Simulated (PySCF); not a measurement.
HFSi, charge +1, doublet, at a GFN2-xTB geometry (a state made from the parent by changing its charge; the spin is typed, not shown lowest). Base run: TPSS/def2-SVP (PySCF).

PySCF was given this input:
```python
from pyscf import gto, scf, dft

mol = gto.M(
    atom='''
Si   -0.270919   -0.356726    0.337084
H    -1.036664   -1.365046   -0.396130
F     0.536614    0.706579   -0.480339
''',
    basis='def2-svp',
    charge=1,
    spin=1,
    verbose=4,
    symmetry=True,
)

mf = dft.UKS(mol)
mf.xc = 'tpss'
mf.kernel()
mf.analyze()
```

Variants of this job, named by their change:

```json
[
 {"change": "base", "ΔE vs base (eV)": "0.00", "point group used": "Cs", "SCF cycles": "10"},
 {"change": "irrep_nelec = A':(9, 9) A\":(3, 2)", "ΔE vs base (eV)": "2.89", "point group used": "Cs", "SCF cycles": "11"},
 {"change": "symmetry = off", "ΔE vs base (eV)": "0.00", "point group used": "C1", "SCF cycles": "10"},
 {"change": "irrep_nelec = A':(11, 9) A\":(1, 2)", "ΔE vs base (eV)": "11.77", "point group used": "Cs", "SCF cycles": "10"}
]
```

Open shells are given as the SCF converged; they aren't shown to be the lowest states, and a large step between rows can be another state.
